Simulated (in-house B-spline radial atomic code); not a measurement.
Checks on a self-consistent run for the phosphorus ion P⁴⁺, [Ne] 3s1. Method: Dirac-Hartree-Fock, average of configuration, Fermi nucleus of rms radius 3.1889 fm. Calculated with a B-spline radial code for spherical atoms.

```csv
orbital,q,ε (Eh),<1/r>,<r²>,small-component weight
1s1/2,2,-82.36602,14.6608,0.0143853,0.0028372
2s1/2,2,-9.61009,2.85806,0.311428,0.00042696
2p1/2,2,-7.49205,2.73396,0.285428,0.00039849
2p3/2,4,-7.45639,2.71842,0.287724,0.0003963
3s1/2,1,-2.37448,0.840662,2.95094,7.7878e-05
```

Electron-electron repulsion V_ee = 106.4437 hartree.

What total energy follows from the eigenvalues?

The eigenvalues count the repulsion twice, so E = Σqε - V_ee = -231.136 - 106.444 = -337.580 hartree; the run printed -337.580.

Does the Dirac virial theorem hold?

For a point nucleus E = -2c²Σq·w, with w the small-component weight. Here Σq·w = 0.0089883 and c = 137.0360, so the ratio E/(-2c²Σq·w) is 1.000002.

What diamagnetic shielding (Lamb formula) and susceptibility (Langevin formula) do the radii give?

σ = (α²/3)Σq<1/r> = 52.2199/(3·137.036²) = 926.93 ppm, and χ = -0.79199×10⁻⁶·Σq<r²> = -4.217×10⁻⁶ cm³/mol with Σq<r²> = 5.3243 bohr². Both are non-relativistic formulas without the paramagnetism of open shells.
